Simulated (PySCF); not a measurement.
# Dipole response of Cr⁺ (chromium, charge +1)

[Ar] 3d4 4s1, high-spin 6D determinant (an excited configuration). Calculation: PySCF 2.14, in aug-cc-pVQZ-DK (9s8p6d4f3g2h, 140 functions); the spin-free X2C one-electron Hamiltonian (Gaussian nucleus). Coupled (time-dependent) response in atomic units; α is the mean over directions.

| method | mean α (bohr³) | α xx, yy, zz | C₆ (like pair) | S(−4) |
| --- | --- | --- | --- | --- |
| UHF | 44.85 | 45.44, 45.44, 43.68 | 264.3 | 1839 |

S(−4) is the Cauchy moment in α(ω) = α(0) + S(−4) ω² + …

α(iu) at UHF:

```json
{"u (hartree)": "0", "α(iu) (bohr³)": "44.85"}
{"u (hartree)": "0.0500", "α(iu) (bohr³)": "40.73"}
{"u (hartree)": "0.100", "α(iu) (bohr³)": "32.20"}
{"u (hartree)": "0.200", "α(iu) (bohr³)": "18.58"}
{"u (hartree)": "0.300", "α(iu) (bohr³)": "11.81"}
{"u (hartree)": "0.500", "α(iu) (bohr³)": "6.407"}
{"u (hartree)": "0.750", "α(iu) (bohr³)": "4.010"}
{"u (hartree)": "1.00", "α(iu) (bohr³)": "2.912"}
{"u (hartree)": "1.50", "α(iu) (bohr³)": "1.848"}
{"u (hartree)": "2.00", "α(iu) (bohr³)": "1.310"}
{"u (hartree)": "3.00", "α(iu) (bohr³)": "0.7676"}
{"u (hartree)": "5.00", "α(iu) (bohr³)": "0.3595"}
```

A single London oscillator, α(iu) = α/(1 + u²/ω²), gives C₆ = (3/4) ω α². Matching the computed C₆ needs ω = 4 × 264.3 / (3 × 44.85²) = 0.175 hartree.

For an ion, C₆ is the dispersion term alone; charge-induced terms of lower order in 1/R come first.

The components differ because the open shell of this determinant is not spherical; for a pure term their mean is the scalar polarisability.
